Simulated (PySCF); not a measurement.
IrO3, SMILES [O]=[Ir](=[O])=[O] (connectivity only; charge and spin as stated), neutral, multiplicity 2.

The structure is a stationary point at B3LYP-D3(BJ)/def2-TZVP. A frequency run showed that this geometry is not a minimum. The spin state was assumed, not searched. The def2 effective core potentials stand for the cores of Ir; spin–orbit coupling is left out.

The numbers are results of B3LYP-D3(BJ)/def2-TZVP (PySCF), not measurements.

Frequencies are harmonic and unscaled.

Problem. Give all harmonic wavenumbers and intensities. (The exact figures need the calculation; the answer reports its results.)

Solution. 
```csv
mode,ν (cm⁻¹),IR (km/mol),moving atoms (share of kinetic energy)
1,187i,58.4,"O 89 %, Ir 11 %"
2,215,5.7,"O 80 %, Ir 20 %"
3,287,1.3,"O 90 %, Ir 10 %"
4,858,32.8,"O 91 %, Ir 9 %"
5,902,278.9,"O 91 %, Ir 9 %"
6,1006,18.7,O 99 %
```
